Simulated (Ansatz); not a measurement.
```yaml
crystal:
  periodic: [false, false, false]
  atoms:
    - {symbol: C, position_ang: [-0.605599, 0.390033, 1.122701]}
    - {symbol: C, position_ang: [-0.108594, -0.622297, 0.098971]}
    - {symbol: C, position_ang: [1.229918, -0.207191, -0.497807]}
    - {symbol: Sn, position_ang: [-1.590749, -0.801760, -1.517932]}
    - {symbol: F, position_ang: [-1.408677, 1.089418, -1.984304]}
    - {symbol: H, position_ang: [-0.772507, 1.366920, 0.659513]}
    - {symbol: H, position_ang: [0.127646, 0.531820, 1.926773]}
    - {symbol: H, position_ang: [-1.542656, 0.082735, 1.599431]}
    - {symbol: H, position_ang: [-0.010478, -1.606665, 0.572400]}
    - {symbol: H, position_ang: [1.988051, -0.076588, 0.284774]}
    - {symbol: H, position_ang: [1.625939, -0.947051, -1.201846]}
    - {symbol: H, position_ang: [1.144607, 0.745427, -1.028874]}
basis:
  gaussian: {orbitals: def2-TZVPP}
magnetization: {spin_polarized: true, initial_magnetization: 3}
hamiltonian: {xc: {name: wB97M-V}}
```

```sh
$ ansatz run in.yaml --threads 4 --pin off --events-out ev --progress --plain --max-ram 10444MiB
```

Shortened log:

```
Error: a molecule whose nuclei and cores have a total charge of 56 cannot have a net charge of 0 together with 3 unpaired electrons
```

**Question.** Something in this input is off. What?

**Answer.** The number of unpaired electrons doesn't fit the electron count. The program refused the input.
